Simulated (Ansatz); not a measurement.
C2H2ClSi (`[C]#C[SiH2]Cl`) radical, relaxed with UKS PBE-D4/def2-SVP in Ansatz 0.2.0 from a rough embedded geometry. The force threshold is 0.03 eV/Å; the program also tests the step.

Charge 0, multiplicity 2.

Start:

```xyz
6

C     1.613    0.664   -2.309
C     0.692    0.293   -1.048
Si   -0.388   -0.180    0.425
Cl    0.173    0.764    2.043
H    -0.254   -1.654    0.728
H    -1.835    0.113    0.162
```

```tsv
step	energy (eV)	largest force (eV/Å)	largest move (Å)
1	-22480.8427	6.910	0.000
2	-22482.5525	3.930	0.195
3	-22482.8175	6.978	0.195
4	-22483.0598	2.075	0.058
5	-22483.1073	0.398	0.030
6	-22483.1096	0.089	0.012
7	-22483.1099	0.030	0.002
```

End:

```xyz
6

C     1.439    0.533   -2.013
C     0.656    0.332   -1.074
Si   -0.364   -0.194    0.360
Cl    0.241    0.847    2.052
H    -0.177   -1.660    0.598
H    -1.796    0.141    0.077
```

It took 24 s on 2 threads of a server CPU on a shared host, with 0.17 GiB of host memory at the peak.
